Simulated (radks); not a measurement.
Values are calculated unless marked as measured or tabulated.
Q: Ionisation of neutral tellurium, [Kr] 4d10 5s2 5p4, to [Kr] 4d10 5s2 5p3 as the strength of local exchange is varied. Level of theory: Dirac Kohn-Sham, Slater X-alpha exchange (alpha = 2/3 is LDA exchange), no correlation, spin-unpolarised, spherical densities, point nucleus; open shells fill j = l - 1/2 first (a radial shooting solver on a logarithmic mesh with Libxc functionals).

| alpha | E(Te) (hartree) | exchange (hartree) | IE (eV) | -e of the level emptied (eV) | <r> of it (bohr) |
|---|---|---|---|---|---|
| 0.667 | -6786.28704 | -165.39099 | 8.387 | 4.701 (5p3/2) | 2.765 |
| 0.739 | -6804.16304 | -183.71024 | 9.040 | 5.276 (5p3/2) | 2.707 |
| 0.958 | -6858.81465 | -239.98635 | 11.155 | 7.179 (5p3/2) | 2.551 |
| ? | -6873.60980 | -255.29010 | 11.757 | 7.729 (5p3/2) | 2.513 |

Which alpha was used in the last row?

A: alpha = 1.017. NIST Atomic Spectra Database: 9.010 eV (measured). The Delta-SCF value meets it near alpha = 0.74. Spin polarisation and multiplet splitting are left out, so open shells lie too high by an amount that depends on their filling.

Beside tabulated values, note that spin-unpolarised runs miss the spin-polarisation part of the exchange energy of open shells.
